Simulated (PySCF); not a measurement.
Ag(F) anion (AgF), SMILES [F][Ag] (connectivity only; charge and spin as stated), charge -1, multiplicity 2. Atoms are numbered in the order given.

```xyz
2

Ag     0.0000     0.0000    -0.3397
F      0.0000     0.0000     1.7741
```
Charge -1, spin multiplicity 2.

Geometry optimised at r2SCAN-D4/def2-TZVPD. The spin state was assumed, not searched. The def2 effective core potentials stand for the cores of Ag; spin–orbit coupling is left out.

Method: PySCF with r2SCAN/def2-TZVPD.

Gas-phase values at a fixed geometry. A positive occupied level means that this level leaves the electron formally unbound; only the finite basis holds it.

Computed frontier levels, dipole moment and polarisability:
| Quantity | Value |
|---|---|
| α spin, highest occupied and lowest empty level | 0.86 and 3.95 eV |
| β spin, highest occupied and lowest empty level | -0.61 and 2.25 eV |
| dipole moment about the centre of nuclear charge | 2.22 D |
| mean static polarisability | 84.1 bohr³ (12.47 Å³) |
| polarisability, principal values | 77.8, 87.3, 87.3 bohr³ |
| ⟨S²⟩ | 0.755 (pure state 0.75) |
